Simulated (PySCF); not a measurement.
Hf(Cl)4(NH3) (Cl4H3HfN), SMILES [NH3]->[Hf]([Cl])([Cl])([Cl])[Cl], multiplicity 1. Atoms are numbered in the order given.

```xyz
9

Hf     0.0000     0.0000     0.0268
Cl     2.0310    -1.1726    -0.3388
Cl     0.0000     0.0000     2.3882
Cl     0.0000     2.3451    -0.3388
Cl    -2.0310    -1.1726    -0.3388
N      0.0000     0.0000    -2.4076
H      0.0000    -0.9535    -2.7988
H      0.8258     0.4768    -2.7988
H     -0.8258     0.4768    -2.7988
```

Geometry: PBE-D3(BJ)/def2-SVP. The spin state was assumed, not searched. The def2 effective core potentials stand for the cores of Hf; spin–orbit coupling is left out.

Vertical ionisation energy (IE) and electron affinity (EA) in eV. Rows of orbital energies are one-electron estimates. Where ΔSCF, EOM or ADC give a negative EA the extra electron is unbound and the value depends on the basis.

| level | IE | EA |
|---|---|---|
| −ε(HOMO), −ε(LUMO), CAM-B3LYP/def2-TZVP (PySCF) | 10.19 | 0.68 |
| −ε(HOMO), −ε(LUMO), PBE/def2-TZVP (PySCF) | 7.48 | 2.58 |
